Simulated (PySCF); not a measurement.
HgI (SMILES [I][Hg+]), charge +1, singlet, geometry from GFN2-xTB (such geometries of metal compounds can be far from the true shape) (core potentials on Hg, I); REVPBE/def2-TZVP in PySCF.

Input for PySCF:
```python
from pyscf import gto, scf, dft

mol = gto.Mole()
mol.atom = '''
    Hg   -0.00000000   -0.00000000   -1.01427299
    I     0.00000000    0.00000000    1.53097810
'''
mol.basis = 'def2-tzvp'
mol.ecp = {'Hg': 'def2-tzvp', 'I': 'def2-tzvp'}
mol.charge = 1
mol.verbose = 4
mol.build()

mf = dft.RKS(mol)
mf.xc = 'revpbe'
mf.kernel()
```

Output, abridged:

```
PySCF version 2.14.0

[INPUT] verbose = 4
[INPUT] num. atoms = 2
[INPUT] num. electrons = 44
[INPUT] charge = 1
[INPUT] spin (= nelec alpha-beta = 2S) = 0
[INPUT] symmetry False subgroup None
[INPUT] Mole.unit = angstrom
[INPUT] Symbol           X                Y                Z      unit          X                Y                Z       unit  Magmom
[INPUT]  1 Hg     0.000000000000   0.000000000000  -1.014272990000 AA    0.000000000000   0.000000000000  -1.916698166644 Bohr   0.0
[INPUT]  2 I      0.000000000000   0.000000000000   1.530978100000 AA    0.000000000000   0.000000000000   2.893129311707 Bohr   0.0

nuclear repulsion = 103.953832492023
number of shells = 31
number of NR pGTOs = 164
number of NR cGTOs = 93
basis = def2-tzvp
ecp = {'Hg': 'def2-tzvp', 'I': 'def2-tzvp'}

******** <class 'pyscf.dft.rks.RKS'> ********
method = RKS
initial guess = minao
damping factor = 0
level_shift factor = 0
DIIS = <class 'pyscf.scf.diis.CDIIS'>
diis_start_cycle = 1
diis_space = 8
diis_damp = 0
SCF conv_tol = 1e-09
SCF conv_tol_grad = None
SCF max_cycles = 50
direct_scf = True
direct_scf_tol = 1e-13
XC library pyscf.dft.libxc version 7.1.2
    S. Lehtola, C. Steigemann, M. J. T. Oliveira, and M. A. L. Marques,  SoftwareX 7, 1–5 (2018)
XC functionals = revpbe
    Y. Zhang and W. Yang,  Phys. Rev. Lett. 80, 890 (1998)
    J. P. Perdew, K. Burke, and M. Ernzerhof,  Phys. Rev. Lett. 77, 3865 (1996)
    J. P. Perdew, K. Burke, and M. Ernzerhof,  Phys. Rev. Lett. 78, 1396 (1997)
radial grids:
    Treutler-Ahlrichs [JCP 102, 346 (1995); DOI:10.1063/1.469408] (M4) radial grids

becke partition: Becke, JCP 88, 2547 (1988); DOI:10.1063/1.454033
pruning grids: <function nwchem_prune>
grids dens level: 3
symmetrized grids: False
atomic radii adjust function: <function treutler_atomic_radii_adjust>
small_rho_cutoff = 0
Set gradient conv threshold to 3.16228e-05
Initial guess from minao.
tot grids = 45704
init E= -390.766199770162
  HOMO = -1.32414068622314  LUMO = -1.10585275459023  gap/eV = 5.93992
cycle= 1 E= -448.569375716245  delta_E= -57.8  |g|=    4  |ddm|= 21.7
  HOMO = -0.248315770835329  LUMO = -0.179165839890833  gap/eV = 1.88167
cycle= 2 E= -443.759511857907  delta_E= 4.81  |g|= 5.39  |ddm|= 9.92
  HOMO = -0.46416521353716  LUMO = -0.360483782289014  gap/eV = 2.82132
cycle= 3 E= -450.0789382859  delta_E= -6.32  |g|= 1.81  |ddm|= 6.08
  HOMO = -0.444908775840362  LUMO = -0.426140583590995  gap/eV = 0.51071
cycle= 4 E= -450.82781157121  delta_E= -0.749  |g|= 0.936  |ddm|=  3.7
  HOMO = -0.449239814325113  LUMO = -0.411964929683553  gap/eV = 1.01430
cycle= 5 E= -451.012318760073  delta_E= -0.185  |g|= 0.333  |ddm|= 1.71
  HOMO = -0.448653660778889  LUMO = -0.416673319641282  gap/eV = 0.87023
cycle= 6 E= -451.026560058754  delta_E= -0.0142  |g|= 0.126  |ddm|= 0.373
  HOMO = -0.453334117563312  LUMO = -0.417884790144634  gap/eV = 0.96463
cycle= 7 E= -451.028408545248  delta_E= -0.00185  |g|= 0.0473  |ddm|= 0.174
  HOMO = -0.450914229055896  LUMO = -0.417749123893662  gap/eV = 0.90247
cycle= 8 E= -451.029069874222  delta_E= -0.000661  |g|= 0.00629  |ddm|= 0.072
  HOMO = -0.450161113642145  LUMO = -0.417758701154683  gap/eV = 0.88171
cycle= 9 E= -451.029078084353  delta_E= -8.21e-06  |g|= 0.00323  |ddm|= 0.0198
  HOMO = -0.450509146668165  LUMO = -0.417808762792522  gap/eV = 0.88982
cycle= 10 E= -451.029082897069  delta_E= -4.81e-06  |g|= 0.000205  |ddm|= 0.00744
  HOMO = -0.450525020775999  LUMO = -0.417801956111872  gap/eV = 0.89044
cycle= 11 E= -451.029082911914  delta_E= -1.48e-08  |g|= 2.03e-05  |ddm|= 0.000434
  HOMO = -0.45052314324203  LUMO = -0.417802176693757  gap/eV = 0.89038
cycle= 12 E= -451.029082912027  delta_E= -1.13e-10  |g|= 5.03e-06  |ddm|= 2.2e-05
  HOMO = -0.450521632782897  LUMO = -0.417802184498695  gap/eV = 0.89034
Extra cycle  E= -451.029082911951  delta_E= 7.53e-11  |g|= 1.56e-05  |ddm|= 4.31e-05
converged SCF energy = -451.029082911951
```
